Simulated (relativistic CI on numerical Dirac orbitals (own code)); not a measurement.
**The 4f ions of charge 1+**

Method of calculation: Dirac-Coulomb-Breit CI, orbitals from a KLI potential per configuration, model QED (radiative potential, 1s self-energy scaled to tabulated hydrogen-like ionisation energies), valence Slater integrals scaled by 0.85 (own radial code, finite nucleus).

Each species is treated in one configuration, given outside its closed core, with all valence electrons in the open shell. Radial values are for the open shell of highest l, unscaled and averaged over j; ζ includes the Breit term. Labels give the leading LS character, summed over repeated terms.

```csv
Ion,Configuration,Its lowest level,LS weight (%),F² (cm⁻¹),F⁴ (cm⁻¹),⟨r⟩ (bohr),⟨r²⟩ (bohr²),ζ (cm⁻¹)
La+,4f2,3H_4,98,41390,24760,2.291,9.233,258.1
Ce+,4f3,4I°_9/2,98,56730,34370,1.662,4.493,411.2
Pr+,4f4,5I_4,98,65960,40220,1.432,3.195,547.5
Nd+,4f5,6H°_5/2,97,73030,44710,1.297,2.562,685.3
Pm+,4f6,7F_0,95,78970,48480,1.204,2.174,830
Sm+,4f7,8S°_7/2,98,84210,51810,1.132,1.905,984.3
Eu+,4f8,?,?,?,?,?,?,?
Gd+,4f9,6H°_15/2,94,93380,57620,1.026,1.549,1328
Tb+,4f10,5I_8,94,97510,60240,0.985,1.422,1519
Dy+,4f11,4I°_15/2,98,101400,62720,0.9488,1.317,1725
Ho+,4f12,3H_6,99,105200,65090,0.9166,1.229,1946
Er+,4f13,2F°_7/2,100,,,0.8877,1.153,2184
```

Q: Fill in the row of Eu+.

A: Its lowest level 7F_6; LS weight (%) 96; F² (cm⁻¹) 88970; F⁴ (cm⁻¹) 54830; ⟨r⟩ (bohr) 1.075; ⟨r²⟩ (bohr²) 1.705; ζ (cm⁻¹) 1150.

NIST ASD lists another ground level for La+ (3F2), Ce+ (4H°7/2), Pr+ ((9/2,1/2)°4), Nd+ (6I7/2), Pm+ (7H°2), Sm+ (8F1/2), Gd+ (10D°5/2), Tb+ ((15/2,1/2)°8), Dy+ ((8,1/2)17/2), Ho+ ((15/2,1/2)°8), Er+ ((6,1/2)13/2).

At low charge ζ of a weakly bound d or f electron comes out too small.
